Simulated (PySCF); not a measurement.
**Dipole response of Te (tellurium, neutral)**

[Kr] 4d10 5s2 5p4, high-spin 3P determinant. Calculation: PySCF 2.14, in aug-cc-pVDZ-PP with ECP28MDF (5s4p3d, 32 functions); scalar relativity through the core potential. Coupled (time-dependent) response in atomic units; α is the mean over directions. A double-zeta set is small for polarisabilities.

```csv
method,mean α (bohr³),"α xx, yy, zz",C₆ (like pair),S(−4)
UHF,36.60,"34.20, 41.40, 34.20",394.8,282.8
PBE,39.19,"36.10, 45.38, 36.10",425.3,362.8
PBE0,37.94,"35.18, 43.47, 35.18",409.7,323.0
TPSS,39.10,"36.10, 45.10, 36.10",429.4,346.6
M06,39.67,"36.53, 45.93, 36.53",424.0,392.0
```

S(−4) is the Cauchy moment in α(ω) = α(0) + S(−4) ω² + …

Reference α: 38 ± 4 bohr³ (recommended; Schwerdtfeger and Nagle, table of static dipole polarizabilities (2023 update)). Published C₆: 445.0 (Chu and Dalgarno (2004); Tang, Norbeck and Certain (1976)).

Spin-orbit coupling is absent.

α(iu) at UHF:

| u (hartree) | α(iu) (bohr³) |
| --- | --- |
| 0 | 36.60 |
| 0.0500 | 35.91 |
| 0.100 | 34.04 |
| 0.200 | 28.49 |
| 0.300 | 22.75 |
| 0.500 | 14.21 |
| 0.750 | 8.412 |
| 1.00 | 5.434 |
| 1.50 | 2.755 |
| 2.00 | 1.650 |
| 3.00 | 0.7782 |
| 5.00 | 0.2928 |

A single London oscillator, α(iu) = α/(1 + u²/ω²), gives C₆ = (3/4) ω α². Matching the computed C₆ needs ω = 4 × 394.8 / (3 × 36.60²) = 0.393 hartree.

The components differ because the open shell of this determinant is not spherical; for a pure term their mean is the scalar polarisability.

Energies and moments cover only the electrons outside the core potential.
